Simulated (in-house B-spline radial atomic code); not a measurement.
Successive ionisation energies of neodymium; each step leads to the configuration of the next row (after the last: [Ar] 3d3/2(4) 3d5/2(4)). Dirac energy differences include first-order Breit, QED and recoil terms. NIST's values go from ground level to ground level; the uncertainty of those that are theory runs from under 0.1 % in few-electron ions to several per cent in heavy many-electron ones. Computed with a radial B-spline atomic code at the basis-set limit: Dirac-Hartree-Fock, jj configuration that fills j = l - 1/2 first, finite nuclei.

A number in brackets counts the electrons of a j subshell.

```
  ion                    configuration  ionisation energy (eV)  tabulated value (eV)    tabulated kind  computed minus tabulated (eV)  highest orbital  largest mean radius (bohr)
Nd27+  [Ar] 3d10 4s2 4p1/2(2) 4p3/2(1)                   978.4                   978  tabulated theory                            0.4            4p3/2                     0.56816
Nd28+           [Ar] 3d10 4s2 4p1/2(2)                       ?                     ?  tabulated theory                              ?                ?                           ?
Nd29+           [Ar] 3d10 4s2 4p1/2(1)                  1091.8                  1092  tabulated theory                           -0.2            4p1/2                      0.5424
Nd30+                    [Ar] 3d10 4s2                       ?                     ?  tabulated theory                              ?                ?                           ?
Nd31+                    [Ar] 3d10 4s1                  1236.9               1238.42    semi-empirical                           -1.6            4s1/2                     0.53407
Nd32+                        [Ar] 3d10                  2133.7                  2134  tabulated theory                           -0.3            3d5/2                     0.26116
Nd33+           [Ar] 3d3/2(4) 3d5/2(5)                  2228.7                  2224  tabulated theory                            4.7            3d5/2                     0.25928
```

Q: Fill in the row of Nd28+.

A: ionisation energy (eV): 1047.7; tabulated value (eV): 1049; computed minus tabulated (eV): -1.3; highest orbital: 4p1/2; largest mean radius (bohr): 0.54714.

Q: Fill in the row of Nd30+.

A: ionisation energy (eV): 1191.8; tabulated value (eV): 1191; computed minus tabulated (eV): 0.8; highest orbital: 4s1/2; largest mean radius (bohr): 0.53805.

Q: Where is the largest jump?

A: From Nd31+ to Nd32+, by a factor of 1.73 (1236.9 to 2133.7 eV); the highest orbital goes from 4s1/2 to 3d5/2.
